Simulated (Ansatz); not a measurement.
Consider the ligand exchange at the Nb–F bond: `[O]=[Nb]([F])([Cl])[Cl]` + HCl → `[O]=[Nb]([Cl])([Cl])[Cl]` + H–F.

Calculated with Ansatz (gas phase, PBE0-D4/def2-TZVP geometries, no zero-point term in ΔE). CCSD(T)/CBS adds triple-zeta CCSD(T) − MP2 to the extrapolated MP2 energy (def2 sets, frozen cores). This one scheme is used for every species. DFT in def2-TZVPP. def2 core potentials past Kr. For Nb outer-core shells are correlated without core-valence functions, which leaves a few kJ/mol of doubt a bond.

CCSD(T)/CBS gives -0.2 kJ/mol.

(1) Another level gave +8.0 kJ/mol. Which?
A. MP2/def2-TZVPP
B. BLYP/def2-TZVPP
C. r2SCAN0/def2-TZVPP
D. B97M-V/def2-TZVPP

(2) What do rigid-rotor, harmonic-oscillator terms from PBE0-D4/def2-TZVP frequencies (298.15 K, 1 bar) make of the CCSD(T)/CBS value? (Best estimate.)

Largest T1 diagnostic among the species: 0.021, so the coupled-cluster value is less sure than usual.

## Answers

(1) C. r2SCAN0 8.0, B97M-V 14.2, BLYP 21.4, MP2/def2-TZVPP -10.7 kJ/mol.

(2) Computed: ΔZPE = +4.6 kJ/mol, ΔH = +5.3 kJ/mol, ΔS = -11 J/(mol·K), ΔG = +8.5 kJ/mol.

From BLYP to BHLYP (50 % exact exchange), in def2-TZVPP and without D4, ΔE moves by −7.5 kJ/mol. Leaving LDA and LC-ωPBE aside and taking each functional with its dispersion term where it has one, the values, not all of them listed here, spread over 19.1 kJ/mol, from PBE-QIDH to CAM-B3LYP-D4. LDA lies −4.0 kJ/mol from PBE without D4. At CCSD(T), def2-SVP lies +17.4 kJ/mol from the extrapolated value and def2-TZVPP +4.2 kJ/mol.
